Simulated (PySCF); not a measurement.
**Core-level binding energies of selenium dioxide**

Compound: selenium dioxide, SeO2.
Cartesian coordinates in Å at the PBE0-D3(BJ)/def2-SVP level; atoms count from 1:
```
atom  x, y, z in Å
O1    -1.3351   -0.2646    0.1869
Se2   -0.0075    0.3920   -0.4258
O3     1.3656   -0.1325    0.2138
```

Computed, not measured: delta-SCF UKS SCAN, pcX-2 on the ionised atom, pcseg-1 elsewhere, spin-free X2C in PySCF. Binding energies are ΔSCF values: E(core-ionised, relaxed orbitals) − E(ground state) at a fixed geometry, referred to the vacuum level.

Question: List the computed XPS lines with their assignment.

Answer: 
```tsv
atom(s)	bonded to	level	binding energy (eV)	count
O1/O3	Se (double bond)	O 1s	538.69	2
```

Question: Which photon energy gives electrons from O 1s of O1/O3 a kinetic energy of 50 eV, and what is their de Broglie wavelength?

Answer: hν = 538.69 + 50 = 588.69 eV, recoil neglected; λ = 12.264 Å/√(E/eV) = 1.73 Å.

Atoms equivalent by their bonding share one computed value, that of the first of them. No level of selenium is listed. Geometry: PBE0-D3(BJ)/def2-SVP; no solvent, vibrations or thermal averaging.

Time: 1.4 s; peak memory 0.27 GiB. Hardware: one thread, Arm Neoverse V1 (aarch64), on a shared host.
